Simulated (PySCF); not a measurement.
# Radial density of Ar⁺ (argon, charge +1)

UHF, [Ne] 3s1 3p5 3d1, one real determinant (an excited configuration). Computed with PySCF 2.14 in dyall-acv3z, with no relativity, point nucleus.

```csv
r (bohr),4πr²ρ (e/bohr),4πr²(ρα − ρβ)
0.00132,0.07968,0.0004
0.00222,0.2183,0.0010
0.00373,0.5848,0.0026
0.00627,1.510,0.0067
0.0105,3.664,0.0162
0.0177,8.011,0.0350
0.0298,14.73,0.0621
0.0502,20.41,0.0785
0.0844,18.78,0.0702
0.142,14.48,0.1656
0.239,19.65,0.4277
0.402,17.05,0.1631
0.676,5.130,0.5208
1.14,5.053,2.1674
1.91,2.799,1.0871
3.22,0.3739,0.1916
5.41,0.009314,0.0074
9.10,1.883e-05,0.0000
```

⟨L²⟩ = 7.80 against 12 for a pure F term, so this real determinant mixes terms. The outer electron is Rydberg-like, and this basis confines it to a smaller radius and binds it less than a complete one would.
